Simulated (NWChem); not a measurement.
System: sulfur difluoride (SF2); SMILES S(F)F

The following NWChem deck was run.

```
start job
memory heap 200 mb stack 900 mb global 1100 mb
geometry units angstroms noautoz
  F      1.256887     0.000000    -0.497856
  S      0.000000     0.000000     0.551976
  F     -1.256887     0.000000    -0.497856
end
basis spherical
  * library 3-21g
end
dft
  xc xcamb88 1.00 lyp 0.81 vwn_5 0.19 hfexch 1.00
  cam 0.33 cam_alpha 0.19 cam_beta 0.46
  iterations 150
  vectors input atomic output neutral.movecs
end
task dft energy
charge 1
dft
  odft
  mult 2
  vectors input atomic output cation.movecs
end
task dft energy
```

Coordinates come from a PBE-D3(BJ)/def2-SVP optimisation.

Ions are spin-unrestricted doublets at the neutral geometry; other ion states weren't tried.

Predict the main results of this run. (CAM-B3LYP/3-21G, vertical spin-unrestricted ions.) Quantities: basis functions; vertical ionisation energy, ΔSCF (eV); −ε(HOMO) (eV).


- number of basis functions: 31
- vertical ionisation energy, ΔSCF (eV): 10.39
- −ε(HOMO) (eV): 8.51
